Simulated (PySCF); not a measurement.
Computed shifts of a molecule CH11NSi4, PySCF with PBE/pcSseg-1, GIAO, gas phase, atoms alike by connectivity averaged where their shifts nearly agree, in ppm (number of nuclei): ²⁹Si: -65.2 (1), -97.1 (1), -111.1 (2). ¹⁵N: 499.1 (1). ¹³C: 211.6 (1). ¹H: 10.97 (1), 5.45 (3), 4.62 (1), 4.04 (6). References: ²⁹Si against TMS (σ = 335.4 ppm); ¹⁵N against NH3 (σ = 267.0 ppm); ¹³C against TMS (σ = 182.0 ppm); ¹H against TMS (σ = 31.49 ppm), references at their B3LYP-D3(BJ)/def2-TZVP geometries, non-relativistic. Geometry: r2SCAN-D4/def2-SVP. One conformer was computed; it need not be the lowest.

Task: Which molecule gave these data?
A) NC1[SiH2][SiH2][SiH2][SiH2]1
B) [SiH3]/C=N\[SiH2][SiH2][SiH3]
C) NC[SiH]1[SiH2][SiH2][SiH2]1
D) [SiH3]/N=C\[SiH]([SiH3])[SiH3]

Result: D, [SiH3]/N=C\[SiH]([SiH3])[SiH3]
